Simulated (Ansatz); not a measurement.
Two isomers of C2H9OPSi: A = `CCO[SiH2]P`, B = `C[Si](C)(O)P`.

Computed with Ansatz on PBE0-D4/def2-TZVP structures; ΔE is electronic, products minus reactants. CCSD(T)/CBS adds triple-zeta CCSD(T) − MP2 to the extrapolated MP2 energy (def2 sets, frozen cores). DFT in def2-TZVPP. B3LYP here is the variant with VWN-RPA as its local correlation; programs differ in this. One conformer a species, not always the lowest.

A:

Z-matrix (Å, degrees):
```
C
C 1 1.508
H 1 1.093 2 110.4
H 1 1.092 2 110.5 3 -120.1
H 1 1.092 2 110.5 3 120.1
O 2 1.417 1 109.2 3 179.9
H 2 1.098 1 110.3 3 -59.3
H 2 1.098 1 110.3 3 59.1
Si 6 1.644 2 122.5 1 179.2
P 9 2.239 6 110.9 2 179.6
H 9 1.491 6 110.3 2 -60.0
H 9 1.491 6 110.3 2 59.2
H 10 1.421 9 93.0 6 47.0
H 10 1.421 9 93.0 6 -46.9
```

B:

```xyz
14

C     1.0736    1.2023    0.0784
Si    0.1046   -0.3921   -0.0360
C    -1.3755   -0.1564   -1.1501
O     1.0806   -1.6154   -0.5802
P    -0.6229   -1.1617    1.9548
H     1.4225    1.5217   -0.9092
H     1.9447    1.0866    0.7271
H     0.4532    2.0049    0.4851
H    -1.0640    0.1640   -2.1490
H    -2.0499    0.6066   -0.7522
H    -1.9374   -1.0874   -1.2531
H     1.6499   -1.4273   -1.3273
H    -1.2547    0.0724    2.2744
H     0.5753   -0.8183    2.6373
```

(1) Which is lower in electronic energy at CCSD(T)/CBS, and by how much? (Estimate.)

(2) Give E(B) − E(A) in kJ/mol with PBE0-D4, B3LYP, HF/def2-TZVPP, CCSD/def2-TZVPP, MP2/def2-TZVPP, r2SCAN-D4, ωB97M-V. (An estimate is asked.)

Largest T1 diagnostic: 0.012.

Answers

(1) The calculation gave: B, by 137.3 kJ/mol.

(2) Ansatz gave: PBE0-D4 -136.3, B3LYP -123.0, HF/def2-TZVPP -110.6, CCSD/def2-TZVPP -130.3, MP2/def2-TZVPP -142.2, r2SCAN-D4 -138.6, ωB97M-V -137.3. None reverses the order clearly.

The D4 term adds −6.9 kJ/mol with B3LYP and −3.8 kJ/mol with PBE0; it sums over pairs of atoms, weighted by their polarisabilities, and B3LYP, whose exchange is more repulsive, gets the larger term. In def2-TZVPP, CCSD(T) changes the Hartree–Fock value by −21.9 kJ/mol (the triples alone add −2.1 kJ/mol) and MP2 by −31.7 kJ/mol.
